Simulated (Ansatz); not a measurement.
`CC[S][SnH3]` + `C[AsH][SiH3]` → `C[As](C)[SiH3]` + `C[S][SnH3]`  (substitution at a C–C bond)

Calculated with Ansatz (gas phase, PBE0-D4/def2-TZVP geometries, no zero-point term in ΔE). CBS: MP2 limit from def2 TZ/QZ plus the TZ coupled-cluster correction, frozen cores. DFT in def2-TZVPP. B3LYP here is the variant with VWN-RPA as its local correlation; programs differ in this. Elements past krypton have def2 core potentials. For As, Sn outer-core shells are correlated without core-valence functions, which leaves a few kJ/mol of doubt a bond. Scalar relativity is left out up to krypton. One conformer a species, not always the lowest.

`CC[S][SnH3]`:

Cartesian coordinates in Å:
```
C 0.377 0.773 1.398
C 1.151 -0.238 0.580
S 1.118 0.061 -1.220
Sn -1.168 -0.459 -1.715
H -0.693 0.731 1.181
H 0.719 1.788 1.188
H 0.506 0.577 2.467
H 0.809 -1.257 0.778
H 2.214 -0.204 0.833
H -1.242 -0.744 -3.392
H -1.578 -1.851 -0.811
H -2.214 0.823 -1.287
```

`C[AsH][SiH3]`:

Cartesian coordinates in Å:
```
C -0.196 -1.582 0.339
As -0.583 0.165 1.187
Si 0.024 1.487 -0.673
H -0.206 -2.349 1.113
H 0.764 -1.594 -0.174
H -0.992 -1.798 -0.374
H 0.788 0.344 1.828
H -1.029 1.343 -1.714
H 1.325 1.070 -1.263
H 0.106 2.915 -0.270
```

`C[As](C)[SiH3]`:

```xyz
13

C     0.592    1.268    1.097
As    1.114   -0.163   -0.160
C     0.109   -1.635    0.692
Si   -0.524    0.336   -1.782
H     0.896    2.233    0.690
H    -0.482    1.276    1.286
H     1.122    1.109    2.037
H    -0.919   -1.351    0.919
H     0.108   -2.501    0.030
H     0.620   -1.908    1.617
H    -0.576   -0.748   -2.800
H    -1.874    0.470   -1.162
H    -0.187    1.615   -2.464
```

`C[S][SnH3]`:

Z-matrix (Å, degrees):
```
C
S 1 1.817
H 1 1.090 2 111.6
H 1 1.090 2 106.5 3 118.3
H 1 1.090 2 111.6 3 -123.3
Sn 2 2.394 1 99.5 3 61.6
H 6 1.709 2 108.9 1 -59.2
H 6 1.701 2 106.7 1 -179.7
H 6 1.709 2 108.9 1 59.7
```

```tsv
level	ΔE (kJ/mol)	difference from CCSD(T)/CBS
PBE-D4	-10.0	-0.5
r2SCAN-D4	-10.2	-0.7
PBE0-D4	-9.0	0.5
B3LYP-D4	-10.3	-0.8
ωB97X-V	-8.9	0.6
ωB97M-V	-9.9	-0.4
B2PLYP	-11.0	-1.5
PBE	-9.7	-0.2
r2SCAN	-10.2	-0.7
PBE0	-8.7	0.8
B3LYP	-9.7	-0.2
HF/def2-TZVPP	-7.2	2.3
MP2/def2-TZVPP	-13.7	-4.2
SCS-MP2/def2-TZVPP	-12.4	-2.9
CCSD/def2-TZVPP	-10.2	-0.7
CCSD(T)/def2-TZVPP	-10.8	-1.3
HF/def2-QZVPP	-7.1	2.4
MP2/def2-QZVPP	-12.9	-3.4
SCS-MP2/def2-QZVPP	-11.7	-2.2
HF/CBS(def2)	-7.1	2.4
MP2/CBS(def2)	-12.4	-2.9
CCSD/CBS(def2)	-8.9	0.6
CCSD(T)/CBS	-9.5	0
```

Largest T1 diagnostic among the species: 0.012.

In def2-TZVPP, CCSD(T) changes the Hartree–Fock value by −3.6 kJ/mol (the triples alone add −0.6 kJ/mol) and MP2 by −6.5 kJ/mol.
